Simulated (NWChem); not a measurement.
## Electron attachment to HO4S

```
S
O 1 1.4411
O 1 1.5041 2 118.34
O 1 1.5041 2 118.34 3 120.39
O 1 1.6127 2 105.27 3 -119.81
H 5 0.9744 1 109.68 2 180.00
```
Charge 0, spin multiplicity 2.

Program: NWChem. Structure: optimised with UB3LYP/def2-SVP, a minimum by its harmonic frequencies.

Basis set: def2-SVPD. The species with one electron more has spin multiplicity 1 and keeps the geometry of the parent. Δ marks differences of total energies (open shells unrestricted). −ε marks an orbital energy of the parent. That orbital need not have the symmetry of the hole or added electron in the Δ rows. The basis adds only a small set of diffuse functions.

B3LYP has NWChem's definition, with VWN1-RPA local correlation. The structure started from a generated list of species. The unpaired electrons of the parent sit in orbitals of symmetry a" (Cs labels of the run); other states weren't searched. No SCF solution was tested for a lower state.

Problem. One of these methods gave a vertical electron affinity of 3.90 eV. Which?
A. −ε(beta LUMO) of B3LYP
B. −ε(beta LUMO) of CAM-B3LYP
C. ΔPBE
D. ΔB3LYP

Solution. C, ΔPBE. The others give 4.27 (ΔB3LYP), 5.58 (−ε(beta LUMO) of CAM-B3LYP), 6.90 (−ε(beta LUMO) of B3LYP).
